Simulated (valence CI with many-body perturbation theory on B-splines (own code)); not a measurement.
Valence orbitals of W35+

Calculated by relativistic CI+MBPT: three valence electrons over a frozen Dirac-Fock core [Kr], radial functions for each j: 9 s, 9 p, 10 d, 8 f, 5 g, 3 h, 1 i, with the one-electron correlation potential Σ1, the two-electron term Σ2, the three-electron term Σ3, Breit, model QED; selected CI, second order for the rest (own B-spline code, finite nucleus).

No measured spectrum was set against this ion. As an estimate, large intervals hold to a few tenths of a per cent, small ones and those within an open d or f shell to about a per cent. Only levels of the ground parity were solved; by the run's estimate the other parity begins above the list, which can be wrong where configurations are misplaced.

These are the spectroscopic orbitals of the CI (the correlating ones are not listed), shaped by the core and the other valence electrons. h is the expectation value of the core's Dirac-Fock operator, without the valence repulsion; Σ1 is computed up to l = 3 at one energy for each symmetry, that of its lowest orbital but kept below the first core excitation, so for empty shells it is not the orbital's own correlation shift; Breit and QED include the response of the core.

```tsv
Orbital	h (hartree)	Σ1 (cm⁻¹)	Breit (cm⁻¹)	QED (cm⁻¹)	⟨r⟩ (bohr)
5s1/2	-41.012	-11787	4856	3748	0.7213
6s1/2	-26.611	-4651	2541	1983	1.108
7s1/2	-18.692	-2415	1472	1168	1.579
5p1/2	-39.255	-11821	7529	64.7	0.7303
6p1/2	-25.668	-4824	4032	38.7	1.125
7p1/2	-18.127	-2547	2369	24.1	1.604
5p3/2	-37.83	-10505	4388	406	0.7598
6p3/2	-24.915	-4422	2382	223	1.160
7p3/2	-17.68	-2366	1541	134	1.646
4d3/2	-59.444	-23159	7782	-796	0.4220
5d3/2	-35.022	-11002	3354	-281	0.7654
6d3/2	-23.408	-5017	1816	-147	1.185
4d5/2	-58.729	-22413	4580	-392	0.4282
5d5/2	-34.713	-10813	2029	-116	0.7729
6d5/2	-23.241	-4921	1104	-58.9	1.194
4f5/2	-51.621	-45763	1763	-653	0.3992
5f5/2	-31.744	-10705	907	-235	0.7651
4f7/2	-51.442	-41029	-101	-512	0.4017
5f7/2	-31.661	-10420	120	-174	0.7677
5g7/2	-29.571		-165	-104	0.7203
5g9/2	-29.545		-346	-80.6	0.7214
```

Among the shells of the start configuration 4d3, Σ1 is largest in size for 4d3/2, where it is 0.18 % of h.

Lowest root of each symmetry, sizes in configuration state functions:

```csv
J,Parity,Roots,Reference,Variational,Second order,Change by selected CI (cm⁻¹),Change by second order (cm⁻¹)
1/2,even,2,37,3497,4974,-2671,-2
3/2,even,5,66,6643,11977,-2639,-1
5/2,even,5,80,8092,11561,-1865,-1
7/2,even,3,77,7605,13137,-2438,-3
9/2,even,3,66,6888,12277,-2627,-3
11/2,even,1,44,4811,10991,-2793,-3
```
